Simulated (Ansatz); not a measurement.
System: C2H5Cl2Si, charge -1, multiplicity 1. It need not be the lowest isomer of its formula. Whether it binds its extra electron was not tested at this geometry. SMILES: [CH2-][Si](C)(Cl)Cl
Geometry from a B3LYP-D3(BJ)/def2-TZVP (Ansatz, an electronic-structure program) optimisation:
```
Si
C 1 1.7310
H 2 1.0856 1 121.05
H 2 1.0890 3 114.08 1 148.66
C 1 1.8824 2 116.74 3 -167.04
H 5 1.0904 1 111.36 2 -175.60
H 5 1.0912 6 109.47 1 121.88
H 5 1.0936 6 108.33 7 118.14
Cl 1 2.1377 2 112.24 3 -44.58
Cl 1 2.2319 2 122.98 3 71.47
```
Charge -1, spin multiplicity 1.

Parts of the frozen-core correlation energy in 6-31G (Ansatz, hartree). Frozen orbitals: 17; correlated occupied orbitals by spin: 16 and 16; virtual: 34 and 34. Spin-orbit coupling is left out. No relativistic terms.

```
term                             value
-------------------------  -----------
reference (HF)             -1286.51010
MP2 opposite-spin             -0.24638
MP2 same-spin                 -0.07069
CCSD correlation              -0.35887
(T)                           -0.00899
T1 diagnostic                    0.011
largest doubles amplitude        0.048
```
